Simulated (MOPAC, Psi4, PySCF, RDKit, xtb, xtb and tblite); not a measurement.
Two geometries of SMILES CCCCC#N (C5H9N), relaxed at GFN2-xTB with one dihedral held; other torsions can differ between them too.

Structure A

```
15

C     -2.1293     0.1888     0.1752
C     -0.6609     0.4903    -0.1067
C      0.2401    -0.7411    -0.3229
C     -0.4928    -2.0366    -0.7009
C     -1.1631    -1.9198    -1.9706
N     -1.6836    -1.8221    -2.9841
H     -2.2447    -0.4242     1.0677
H     -2.5945    -0.3161    -0.6672
H     -2.6620     1.1224     0.3417
H     -0.6240     1.1119    -1.0048
H     -0.2507     1.0823     0.7129
H      0.7852    -0.9516     0.6015
H      0.9802    -0.5150    -1.0921
H      0.2344    -2.8507    -0.7812
H     -1.2259    -2.3067     0.0616
```

Structure B

```
15

C      2.1107     0.0931     0.0794
C      0.6655     0.5351    -0.1136
C     -0.2716    -0.6595    -0.3007
C     -1.7332    -0.2954    -0.0071
C     -1.9119     0.0589     1.3775
N     -2.0432     0.3331     2.4795
H      2.2034    -0.5198     0.9729
H      2.4524    -0.4889    -0.7745
H      2.7613     0.9573     0.1877
H      0.5918     1.2016    -0.9758
H      0.3520     1.0977     0.7698
H     -0.1961    -1.0407    -1.3208
H      0.0304    -1.4611     0.3784
H     -2.3890    -1.1426    -0.2289
H     -2.0440     0.5534    -0.6239
```

### Question
Which is lower in energy at the level wB97X-D/def2-TZVP // GFN2-xTB in Psi4, and by how much?

### Answer
B is lower, by 12.17 kJ/mol (dihedral C1–C2–C3–C4: 20° in A, 160° in B).

E(B) − E(A) in kJ/mol at the other levels, on the same two geometries: GFN2-xTB (xtb and tblite) -11.84; MMFF94 // GFN2-xTB (RDKit) -16.38; PBE/def2-TZVP // GFN2-xTB (Psi4) -14.16; PBE-D3(BJ)/def2-TZVP // GFN2-xTB (Psi4) -12.32; UFF // GFN2-xTB (RDKit) -24.22; PM7, restricted, heats of formation // GFN2-xTB (MOPAC) -10.71; PM6, restricted, heats of formation // GFN2-xTB (MOPAC) -9.85; GFN1-xTB // GFN2-xTB (xtb) -8.65; restricted B3LYP/6-31G*, spherical d, density fitting // GFN2-xTB (PySCF) -14.78; restricted Hartree-Fock/3-21G // GFN2-xTB (PySCF) -16.28; restricted B3LYP/6-311+G**, spherical d, density fitting // GFN2-xTB (PySCF) -15.25; restricted Hartree-Fock/STO-3G // GFN2-xTB (PySCF) -15.72.
